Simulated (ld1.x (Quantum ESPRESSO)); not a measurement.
# Transferability test, RRKJ potential for Cr

ld1.x (Quantum ESPRESSO) 7.5 input, shortened:

```
&input
   title='Cr', zed=24., rel=1, dft='PZ', iswitch=3,
   config='[Ar] 3d5 4s1 4p0'
 /
 &inputp
   pseudotype=2, tm=.false., rho0=0.01, lloc=1,
   nlcc=.true., rcore=2.00
 /
3
4S  1  0   1.00   0.00  2.65  2.65  0.0
3D  3  2   5.00   0.00  2.05  2.05  0.0
4P  2  1   0.00   0.00  2.90  2.90  0.0
 &test
   configts(1)='3d5 4s1 4p0'
 /
```

Energies are relative to the spin-unpolarised reference configuration 3d5 4s1 4p0; without spin polarisation the order of configurations can differ from experiment. Spin-polarised rows fill each open shell by Hund’s rule, majority spin first.

```
       valence configuration  charge  ΔE all-electron (eV)  error AE − PS (meV)
                 3d4 4s0 4p0      +2                23.483                 -237
                 3d3 4s0 4p0      +3                54.509                 -682
                 3d4 4s1 4p1       0                 3.612                  +89
                 3d4 4s2 4p0       0                -0.058                 +124
               3d5 4s0.5 4p0    +0.5                 2.818                 +4.0
3d5 4s1 4p0 (spin-polarised)       0                -4.916                +3622
3d5 4s0 4p0 (spin-polarised)      +1                 2.685                +3757
```

Question: What are ΔE and the potential's error for 3d5.5 4s0.5 4p0?

Answer: ΔE = 0.717 eV all-electron; the error (AE − PS) is -11 meV.

Question: What are ΔE and the potential's error for 3d5 4s0 4p0?

Answer: ΔE = 7.140 eV all-electron; the error (AE − PS) is +5.7 meV.

Levels in the configuration 3d5 4s0.5 4p0:

```json
{"level": "3d", "all-electron (eV)": "-6.477", "pseudo (eV)": "-6.453"}
{"level": "4s", "all-electron (eV)": "-7.114", "pseudo (eV)": "-7.099"}
```

These tests converged, but a pseudo level misses the all-electron one widely, so the file describes the atom poorly there or has found another state: 3d4 4s0 4p0: empty 4s by 3.5 eV (a node warning on the way).
